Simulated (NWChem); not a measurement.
# Ge2H6O; SMILES [GeH3][O][GeH3]

All runs: NWChem. Pople sets run with spherical d functions. All runs use the structure optimised with B3LYP/6-31G* (spherical d). Total energies compare along this basis series because the functional is fixed.

```tsv
level	basis functions	energy (Ha)	highest occupied level (eV)	orbital gap (eV)	dipole (D)	relative time
B3LYP/STO-3G	47	-4183.8828	-3.20	7.89	0.70	1
B3LYP/3-21G	65	-4212.4061	-7.36	7.31	1.28	1
B3LYP/6-31G*	90	-4232.3619	-7.68	7.28	1.16	4
B3LYP/6-311G**	142	-4232.8954	-7.89	7.24	1.10	6
```

The last column is a rough cost ratio, cheapest run = 1.
